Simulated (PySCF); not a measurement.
PySCF 2.14.0 with density-fitted response routines calculation with NMR shieldings at PBE0/pcSseg-1/GIAO and coordinates at the GFN2-xTB level; non-relativistic Hamiltonian, isolated molecule, fast rotation and ring inversion assumed for equivalent nuclei, one conformer.

Shifts are taken against calculated references (same method and geometry level): 1H (σref 31.72), 13C (σref 186.93) vs TMS. Shifts are as computed. Against solution values, carbons near 30 ppm lie about +3 ppm off and those near 130 ppm about +5 ppm. Of 1211 compounds with measured shifts, 218 miss one by over three times the rms of a fit or turn the order of signals round; such compounds aren't used in these exercises.

(1) Order these molecules by the shift of their most deshielded carbon, lowest δ first.
A. C=CC1=NN(C)C[C@@H]1OC
B. C#Cc1cc(F)nn1CC
C. O=[P@H]1C[C@@H]([SiH3])C1
D. COc1ccnn1C(C)C

(2) Order these molecules by the shift of their most shielded carbon, lowest δ first.
A. C#Cc1cc(F)nn1CC
B. COc1ccnn1C(C)C
C. C=CC1=NN(C)C[C@@H]1OC
D. O=[P@H]1C[C@@H]([SiH3])C1

(3) How many 13C and 1H signals does each give (equivalence by symmetry and fast rotation, but not about amide C–N or C=N bonds)? `C#Cc1cc(F)nn1CC`, `COc1ccnn1C(C)C`, `O=[P@H]1C[C@@H]([SiH3])C1`, `C=CC1=NN(C)C[C@@H]1OC`

## Answers

(1) C (43.3 ppm, sp3 CH2 bonded to P), A (147.1 ppm, C=N carbon), D (159.8 ppm, aromatic carbon bearing oxygen), B (171.6 ppm, aromatic carbon bearing fluorine).

(2) D (1.5 ppm, sp3 CH bonded to Si), A (18.9 ppm, methyl carbon), B (24.7 ppm, methyl carbon), C (42.2 ppm, methyl carbon bonded to N).

(3) C#Cc1cc(F)nn1CC: 7 C, 4 H; COc1ccnn1C(C)C: 6 C, 5 H; O=[P@H]1C[C@@H]([SiH3])C1: 2 C, 5 H; C=CC1=NN(C)C[C@@H]1OC: 7 C, 8 H.
